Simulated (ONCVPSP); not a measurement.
# Transferability test, ONCV potential for tungsten (W)

ONCVPSP 4.0.1 input, shortened (lines: element, Z, core and valence counts, functional; n l f; lmax; l rc ep ncon nbas qcut; lloc lpopt rc5 dvloc0; l nproj debl; icmod fcfact rcfact), LDA (Perdew-Wang 92), fully relativistic:

```
  W 74.00   10    4  -001012      upf
    1    0    2.00
    2    0    2.00
    2    1    6.00
    3    0    2.00
    3    1    6.00
    3    2   10.00
    4    0    2.00
    4    1    6.00
    4    2   10.00
    4    3   14.00
    5    0    2.00
    5    1    6.00
    5    2    4.00
    6    0    2.00
    2
    0    1.66    0.00    4    9    8.40
    1    1.62    0.00    4    7    7.10
    2    2.68    0.00    5   10    6.10
    4    3    1.12    1.00
    0    2    3.50
    1    2    0.70
    2    1    3.40
    3    3.75    1.45
```

Open shells are filled in proportion to 2j + 1.

In the p channel the program set the typed energies aside and used -1.493, 0.250 Ha (j = l + 1/2; the other j can differ).

Energies are relative to the spin-unpolarised reference configuration 5s2 5p6 5d4 6s2; without spin polarisation the order of configurations can differ from experiment.

```tsv
valence configuration	charge	ΔE all-electron (eV)	error AE − PS (meV)
5s2 5p6 5d4 6s0	+2	25.147	+0.7
5s2 5p6 5d3 6s0	+3	50.843	-2.4
5s2 5p6 5d4 6s1 6p1	0	4.530	+0.1
```

Problem. What are ΔE and the potential's error for 5s2 5p6 5d4 6s1?

Solution. ΔE = 9.128 eV all-electron; the error (AE − PS) is +0.3 meV.
